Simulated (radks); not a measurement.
Valence configurations of neutral mercury. All-electron calculation, scalar-relativistic Kohn-Sham, r2SCAN, spin-unpolarised, spherical densities, finite nucleus; meta-GGA in the generalised Kohn-Sham scheme; Fermi nuclear charge, rms radius 5.4648 fm. Program: a radial shooting solver on a logarithmic mesh with Libxc functionals. Energies are relative to [Hg]; eigenvalues in eV.

| valence | E (eV) | e(4f) | e(5d) | e(6p) | e(6s) |
|---|---|---|---|---|---|
| [Hg] | 0.000 | -96.982 | -10.238 | - | -7.038 |
| [Xe] 4f14 5d9.5 6s2 6p0.5 | 5.133 | -99.963 | -12.594 | -1.592 | -8.376 |
| [Xe] 4f12 5d10 6s2 6p2 | 225.69 | -133.43 | -22.106 | -3.529 | -11.967 |
| [Xe] 4f13.5 5d10 6s2 6p0.5 | 50.168 | -105.93 | -13.234 | -1.578 | -8.404 |
| [Xe] 4f14 5d9 6s2 6p1 | 11.006 | -102.82 | -14.778 | -2.293 | -9.559 |
| [Xe] 4f11.5 5d10 6s2 6p2.5 | 292.87 | -142.90 | -25.126 | -4.110 | -13.068 |
| [Xe] 4f14 5d8 6s2 6p2 | 24.955 | -108.46 | -18.928 | -3.513 | -11.676 |
| [Xe] 4f13 5d10 6s2 6p1 | 104.44 | -114.95 | -16.174 | -2.280 | -9.652 |
| [Xe] 4f12.5 5d9 6s2 6p2.5 | 180.69 | -130.02 | -23.447 | -4.094 | -12.917 |
| [Xe] 4f14 5d10 6p2 | 13.061 | -101.23 | -14.326 | -2.810 | - |

NIST lists [Hg] as the ground configuration; this level of theory agrees among the configurations tried. The energies are those of spherical spin-averaged densities, not of single terms.
